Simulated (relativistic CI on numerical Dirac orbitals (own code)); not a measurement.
## Sc⁴⁺: sensitivity of the levels to the model

Base calculation: Dirac-Coulomb-Breit CI, KLI orbitals optimised for each configuration, QED by a radiative potential, valence Slater integrals scaled by 0.85, P86 correlation energy added to each configuration.

Configuration list (outside the closed core [Ne]): 3s²3p⁵, 3s3p⁶, 3s²3p⁴3d, 3s3p⁵3d, 3s²3p⁴4s, 3s²3p⁴4p, 3s²3p⁴4d, 3p⁶3d, 3s²3p⁴5s, 3s²3p⁴4f, 3s3p⁴3d², 3s²3p⁴5p, 3s²3p⁴5d, 3s3p⁵4s, 3s²3p³3d², 3s²3p²3d³, 3s3p³3d³, 3s²3p²3d²4s, 3s²3p²3d²4p, 3s²3p²3d²4d. Double excitations out of closed p, d and f shells are left out; levels of such configurations are missing from the list, as are those of other unlisted configurations, and high levels can miss mixing partners. These lack a partner that the ground configuration has and come out too high: 3s²3p⁴5s, 3s²3p⁴4f, 3s²3p⁴5p, 3s²3p⁴5d, 3s3p⁵4s.

Variants: (1) no correlation estimate; (2) valence Slater integrals scaled by 0.75; (3) configuration mixing switched off; (4) one mean potential for all configurations. Shifts of the energy above 3s²3p⁵ ²P°3/2, in cm⁻¹, for the lowest level and the first level of each name with at least 55 % of one term (blank where a level changes its place among those of its configuration and J or its character, or is not in the variant):

| Level | Base | Δ(1) | Δ(2) | Δ(3) | Δ(4) | Measured |
| --- | --- | --- | --- | --- | --- | --- |
| 3s²3p⁵ ²P°3/2 | 0.0 | 0.0 | 0.0 | 0.0 | 0.0 | 0.0 |
| 3s²3p⁵ ²P°1/2 | 4302.5 | -0.5 | +9.1 | +69.9 | -3.6 | 4325.6 |
| 3s3p⁶ ²S1/2 | 182062.5 | -822.8 | +6632.5 | +46343.9 | -361.4 | 174412.0 |
| 3s²3p⁴3d ⁴D7/2 | 240149.0 | -1032.2 | +3695.5 | -5132.0 | -96.9 |  |
| 3s²3p⁴3d ⁴D5/2 | 240429.8 | -1032.3 | +3683.9 | -5122.4 | -98.2 |  |
| 3s²3p⁴3d ⁴D3/2 | 240824.6 | -1032.3 | +3692.8 | -5113.9 | -97.7 |  |
| 3s²3p⁴3d ⁴D1/2 | 241155.4 | -1032.4 | +3709.3 | -5107.3 | -96.6 |  |
| 3s²3p⁴3d ⁴F9/2 | 259008.7 | -1024.9 | +1281.5 | -6582.5 | -137.8 |  |
| 3s²3p⁴3d ⁴F7/2 | 260508.7 | -1025.1 | +1305.5 | -6557.2 | -134.4 |  |
| 3s²3p⁴3d ²P1/2 | 260728.8 | -1033.3 | +1311.6 | -3545.9 | -110.5 | 254638.0 |
| 3s²3p⁴3d ⁴F5/2 | 261564.8 | -1025.2 | +1316.4 | -6543.9 | -132.6 |  |
| 3s²3p⁴3d ⁴F3/2 | 262219.6 | -1025.3 | +1308.6 | -6529.1 | -132.6 |  |
| 3s²3p⁴3d ²P3/2 | 263338.3 | -1033.4 | +1280.3 | -3585.3 | -105.9 | 257284.0 |
| 3s²3p⁴3d ⁴P1/2 | 268247.0 | -1028.2 | +399.8 | -5345.0 | -109.8 |  |

At this charge configurations can still be misplaced by up to about 7 % of their energy. 13 of the 13 excited levels that our extract of the measured tables holds in this range could be paired (the sources list more); they are missed by 9788 cm⁻¹ on average and 28340 at most, and levels without a partner can miss by more.

Measured levels: Sugar and Corliss, J. Phys. Chem. Ref. Data 9, 473 (1980).

Ionisation energy from the two ground configurations alone: base 91.86 eV; no correlation estimate 90.49 eV; valence Slater integrals scaled by 0.75 92 eV. The NIST ASD value (semi-empirical) is 91.95 eV.
